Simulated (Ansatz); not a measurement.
A structure relaxed at PBE-D4/def2-SVP in Ansatz, charge 0, singlet:

```xyz
13

Ta   -1.7679   -0.7577    0.8597
Ta    1.2817    0.7010   -0.5686
O    -0.1698    1.8436    0.6702
O     2.8762    0.6844    0.1103
O    -1.9971   -0.2996    2.5025
O     0.4099   -0.9355    0.2693
O     1.4654    0.3549   -2.4327
O    -1.1867    0.9668   -0.0889
O     0.5391    2.5714   -0.3118
H     2.2283    0.1840   -3.0120
H    -1.1664   -2.4313    1.1531
H    -3.4010   -1.1724    0.2233
H     0.8884   -1.7096    0.6255
```

Problem. Give its formula.

Solution. the cluster Ta₂O₇H₄.

Problem. Summarise the bond lengths by kind (pairs closer than 1.2 times the sum of covalent radii, bridged metal pairs left out).

Solution. 9 × O–Ta 1.72 to 2.53 Å; 2 × O–O 1.41 to 1.54 Å; 2 × H–Ta 1.80 Å; 2 × H–O 0.97 to 0.98 Å.

In the def2 sets Ta takes a core potential; there is no spin–orbit coupling. The structure holds 2 bonds between oxygen atoms, so isomers without such links may lie far lower. The restricted singlet is unstable towards broken spin symmetry in Hartree–Fock (as tested in another run); at PBE-D4/def2-SVP this wasn't settled. The relaxation made no stability test and no search for a lower SCF solution. No other spin state of charge 0 was run. Another isomer (singlet) lies 4.39 eV lower at PBE0-D4/def2-TZVP; other spin states weren't run for this one.
